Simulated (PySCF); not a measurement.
PySCF input file for BeFCl, SMILES [F][Be][Cl], TDDFT-M06-2X/def2-TZVPD. Geometry optimised at PBE-D3(BJ)/def2-TZVP.

```python
import numpy as np
from pyscf import gto, scf, dft, tdscf

mol = gto.M(
    atom='''
    Be    0.00000000    0.00000000   -0.61246998
    F     0.00000000    0.00000000   -1.99725210
    Cl    0.00000000    0.00000000    1.20147934
    ''',
    basis='def2-TZVPD',
    charge=0,
    spin=0,
    symmetry=True,
    symmetry_subgroup='C2v',
    max_memory=1600,
    verbose=4,
)
mf = dft.RKS(mol, xc='m06-2x').density_fit(auxbasis='def2-universal-jkfit')
mf.grids.level = 4
mf.conv_tol = 1e-9
mf.max_cycle = 100
mf.kernel()
mf.grids = dft.Grids(mol).set(level=2).build(with_non0tab=True)  # coarser grid for the response kernel
td = tdscf.TDDFT(mf)
td.singlet = True
td.nstates = 10
td.conv_tol = 1e-4
td.kernel(x0=td.get_init_guess(mf, 15))
td.analyze()
tt = tdscf.TDA(mf)
tt.singlet = False
tt.nstates = 4
tt.conv_tol = 1e-4
tt.kernel(x0=tt.get_init_guess(mf, 9))
tt.analyze(verbose=3)
```

It prints:

```
PySCF version 2.14.0

[INPUT] verbose = 4
[INPUT] num. atoms = 3
[INPUT] num. electrons = 30
[INPUT] charge = 0
[INPUT] spin (= nelec alpha-beta = 2S) = 0
[INPUT] symmetry True subgroup C2v
[INPUT] Mole.unit = angstrom
[INPUT] Symbol           X                Y                Z      unit          X                Y                Z       unit  Magmom
[INPUT]  1 Be     0.000000000000   0.000000000000  -0.612469980000 AA    0.000000000000   0.000000000000  -1.157400521718 Bohr   0.0
[INPUT]  2 F      0.000000000000   0.000000000000  -1.997252100000 AA    0.000000000000   0.000000000000  -3.774259470712 Bohr   0.0
[INPUT]  3 Cl     0.000000000000   0.000000000000   1.201479340000 AA    0.000000000000   0.000000000000   2.270466896923 Bohr   0.0

nuclear repulsion = 58.9056769804426
point group symmetry = Coov, use subgroup C2v
symmetry origin: [ 0.00000000e+00  0.00000000e+00 -2.51963499e-09]
symmetry axis x: [1. 0. 0.]
symmetry axis y: [0. 1. 0.]
symmetry axis z: [0. 0. 1.]
num. orbitals of irrep A1 = 49
num. orbitals of irrep A2 = 9
num. orbitals of irrep B1 = 25
num. orbitals of irrep B2 = 25
number of shells = 40
number of NR pGTOs = 158
number of NR cGTOs = 108
basis = def2-TZVPD
ecp = {}


[settings echo left out]
init E= -575.012449474568
HOMO (B1) = -0.431394183719114  LUMO (A1) = -0.0716495320650736  gap/eV = 9.78915
cycle= 1 E= -574.900805785118  delta_E= 0.112  |g|= 0.527  |ddm|= 1.78
HOMO (B1) = -0.385869712917597  LUMO (A1) = -0.0187621060617101  gap/eV = 9.98951
cycle= 2 E= -574.879652378334  delta_E= 0.0212  |g|= 0.72  |ddm|= 0.776
HOMO (B2) = -0.404631145480593  LUMO (A1) = -0.0188246954383222  gap/eV = 10.49833
cycle= 3 E= -574.954834169382  delta_E= -0.0752  |g|= 0.0316  |ddm|= 0.396
HOMO (B1) = -0.413815599650899  LUMO (A1) = -0.0187706398977752  gap/eV = 10.74972
cycle= 4 E= -574.955070012687  delta_E= -0.000236  |g|= 0.0188  |ddm|= 0.0511
HOMO (B2) = -0.410448126146957  LUMO (A1) = -0.0191356814463115  gap/eV = 10.64815
cycle= 5 E= -574.955152705136  delta_E= -8.27e-05  |g|= 0.00227  |ddm|= 0.0159
HOMO (B1) = -0.41037281662053  LUMO (A1) = -0.0191647791517782  gap/eV = 10.64531
cycle= 6 E= -574.955155197711  delta_E= -2.49e-06  |g|= 0.00056  |ddm|= 0.00375
HOMO (B2) = -0.410478134191083  LUMO (A1) = -0.0191890549689361  gap/eV = 10.64752
cycle= 7 E= -574.955155329034  delta_E= -1.31e-07  |g|= 0.000215  |ddm|= 0.000864
HOMO (B1) = -0.410465615367917  LUMO (A1) = -0.0191786100735819  gap/eV = 10.64746
cycle= 8 E= -574.955155341208  delta_E= -1.22e-08  |g|= 1.98e-05  |ddm|= 0.000194
HOMO (B2) = -0.410467525830761  LUMO (A1) = -0.0191796618366563  gap/eV = 10.64749
cycle= 9 E= -574.955155341363  delta_E= -1.55e-10  |g|= 2.93e-06  |ddm|= 5.07e-05
HOMO (B2) = -0.410466822193202  LUMO (A1) = -0.0191795074799852  gap/eV = 10.64747
Extra cycle  E= -574.955155341364  delta_E= -1.36e-12  |g|= 1.74e-06  |ddm|= 4.58e-06
converged SCF energy = -574.955155341364
tot grids = 34384


******** <class 'pyscf.tdscf.rks.TDDFT'> for <class 'pyscf.df.df_jk.DFSymAdaptedRKS'> ********
nstates = 10 singlet
deg_eia_thresh = 1.000e-03
wfnsym = None
conv_tol = 0.0001
eigh lindep = 1e-12
eigh level_shift = 0
eigh max_cycle = 100


Excitation energies (eV)
[ 7.78419954  7.78419955  8.31374229  8.49293638  8.49322799  9.15908419
  9.68800517  9.6880052   9.98913752 10.04843816]

** Singlet excitation energies and oscillator strengths **
Excited State   1:   B2      7.78420 eV    159.28 nm  f=0.0604
      15 -> 16       -0.67777
      15 -> 25       -0.15232
Excited State   2:   B1      7.78420 eV    159.28 nm  f=0.0604
      14 -> 16        0.67777
      14 -> 25        0.15232
Excited State   3:   A2      8.31374 eV    149.13 nm  f=0.0000
      14 -> 18       -0.41321
      14 -> 22       -0.22595
      14 -> 24        0.15892
      15 -> 17        0.41321
      15 -> 21        0.22595
      15 -> 23       -0.15892
Excited State   4:   A1      8.49294 eV    145.99 nm  f=0.0000
      14 -> 17       -0.42100
      14 -> 21       -0.21977
      14 -> 23        0.14796
      15 -> 18        0.42100
      15 -> 22        0.21977
      15 -> 24       -0.14796
Excited State   5:   A2      8.49323 eV    145.98 nm  f=0.0000
      14 -> 18        0.42100
      14 -> 22        0.21980
      14 -> 24       -0.14792
      15 -> 17        0.42100
      15 -> 21        0.21980
      15 -> 23       -0.14792
Excited State   6:   A1      9.15908 eV    135.37 nm  f=0.0245
      13 -> 16        0.39940
      13 -> 25        0.15202
      14 -> 17        0.35781
      14 -> 21        0.14426
      15 -> 18        0.35781
      15 -> 22        0.14426
Excited State   7:   B2      9.68801 eV    127.98 nm  f=0.0295
      15 -> 19        0.66387
      15 -> 20       -0.18625
Excited State   8:   B1      9.68801 eV    127.98 nm  f=0.0295
      14 -> 19       -0.66387
      14 -> 20        0.18625
Excited State   9:   A1      9.98914 eV    124.12 nm  f=0.3145
      13 -> 16       -0.53744
      13 -> 19       -0.12297
      14 -> 17        0.30314
      15 -> 18        0.30314
Excited State  10:   A2     10.04844 eV    123.39 nm  f=0.0000
      14 -> 18       -0.22999
      14 -> 22        0.43575
      15 -> 17        0.22999
      15 -> 21       -0.43575

** Transition electric dipole moments (AU) **
state          X           Y           Z        Dip. S.      Osc.
  1         0.0000     -0.5628      0.0000      0.3168      0.0604
  2         0.5628     -0.0000      0.0000      0.3167      0.0604
  3         0.0000      0.0000      0.0000      0.0000      0.0000
  4         0.0000      0.0000      0.0000      0.0000      0.0000
  5        -0.0000     -0.0000     -0.0000      0.0000      0.0000
  6        -0.0000      0.0000     -0.3304      0.1092      0.0245
  7         0.0000      0.3523     -0.0000      0.1241      0.0295
  8        -0.3523     -0.0000      0.0000      0.1241      0.0295
  9        -0.0000      0.0000     -1.1336      1.2849      0.3145
 10        -0.0000     -0.0000      0.0000      0.0000      0.0000

** Transition velocity dipole moments (imaginary part, AU) **
state          X           Y           Z        Dip. S.      Osc.
  1        -0.0000     -0.1665     -0.0000      0.0277      0.0646
  2         0.1665      0.0000     -0.0000      0.0277      0.0646
  3        -0.0000     -0.0000      0.0000      0.0000      0.0000
  4         0.0000      0.0000      0.0000      0.0000      0.0000
  5         0.0000     -0.0000     -0.0000      0.0000      0.0000
  6        -0.0000     -0.0000     -0.1117      0.0125      0.0247
  7         0.0000      0.1313     -0.0000      0.0172      0.0323
  8        -0.1313      0.0000     -0.0000      0.0172      0.0323
  9         0.0000      0.0000     -0.4305      0.1853      0.3366
 10         0.0000     -0.0000      0.0000      0.0000      0.0000

** Transition magnetic dipole moments (imaginary part, AU) **
state          X           Y           Z
  1        -0.4458     -0.0000     -0.0000
  2        -0.0000     -0.4458      0.0000
  3        -0.0000      0.0000      0.0000
  4         0.0000     -0.0000     -0.0000
  5        -0.0000      0.0000     -0.0000
  6        -0.0000      0.0000     -0.0000
  7         0.1007     -0.0000     -0.0000
  8         0.0000      0.1007      0.0000
  9         0.0000      0.0000      0.0000
 10        -0.0000     -0.0000      0.0000


******** <class 'pyscf.tdscf.rks.TDA'> for <class 'pyscf.df.df_jk.DFSymAdaptedRKS'> ********
nstates = 4 triplet
deg_eia_thresh = 1.000e-03
wfnsym = None
conv_tol = 0.0001
eigh lindep = 1e-12
eigh level_shift = 0
eigh max_cycle = 100


Excitation energies (eV)
[7.53877613 7.53877613 7.9149422  8.21269805]

** Triplet excitation energies and oscillator strengths **
Excited State   1:   B1      7.53878 eV    164.46 nm  f=0.0000
Excited State   2:   B2      7.53878 eV    164.46 nm  f=0.0000
Excited State   3:   A1      7.91494 eV    156.65 nm  f=0.0000
Excited State   4:   A1      8.21270 eV    150.97 nm  f=0.0000
```

Self-consistency was reached.

Cost: very roughly 100 core-seconds.
